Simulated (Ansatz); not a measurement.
`CN[SiH]([SiH3])Cl` + H₂ → `CN[SiH2]Cl` + SiH₄ at 500 K and 1 bar (hydrogenolysis of the Si–Si bond).

Calculated with Ansatz (gas phase, PBE0-D4/def2-TZVP geometries, no zero-point term in ΔE). CBS: MP2 limit from def2 TZ/QZ plus the TZ coupled-cluster correction, frozen cores. This one scheme is used for every species. One conformer a species, not always the lowest.

```csv
species,CCSD(T)/CBS energy (Eh),H − E (kJ/mol),S (J/(mol·K))
`CN[SiH]([SiH3])Cl`,-1135.57158,295.3,473.7
H₂,-1.17544,41.0,145.5
`CN[SiH2]Cl`,-845.29269,234.9,387.1
SiH₄,-291.46306,102.4,230.9
```

H − E and S are ideal-gas, rigid-rotor, harmonic terms from PBE0-D4/def2-TZVP, for one conformer and one mirror image of each species. The MP2-based limit puts H₂ 0.8 mEh under its directly extrapolated value; such offsets cancel only in part. 1 Eh = 2625.50 kJ/mol, R = 8.31446 J/(mol·K).

**Question.** By hand: ΔE, ΔH, ΔS and ΔG.

**Answer.** ΔE = (-845.29269) + (-291.46306) − (-1135.57158) − (-1.17544) = -0.00873 Eh = -22.9 kJ/mol. Δ(H − E) = 234.9 + 102.4 − 295.3 − 41.0 = 1.0, so ΔH = -21.9 kJ/mol. ΔS = 387.1 + 230.9 − 473.7 − 145.5 = -1.2 J/(mol·K). ΔG = -21.9 − 500 × (-1.2)/1000 = -21.3 kJ/mol.

**Question.** By hand: the equilibrium constant, and the temperature at which ΔG would vanish if ΔH and ΔS stayed fixed.

**Answer.** log₁₀ K = −ΔG/(RT ln 10) = 2.2. ΔG = 0 at ΔH/ΔS = 18250 K, far beyond where these terms or the molecules hold.

The number of gas molecules stays the same, so ΔS is small and ΔH decides. A doubt of 5 kJ/mol in ΔE shifts log₁₀ K by 0.5 here. Other conformers and mirror images would add mixing entropy, several J/(mol·K) or more a flexible species. These are equilibria of isolated gas molecules and say nothing of rates. Largest T1 diagnostic: 0.011 (customary marks: 0.02 for closed shells, 0.045 for open ones).
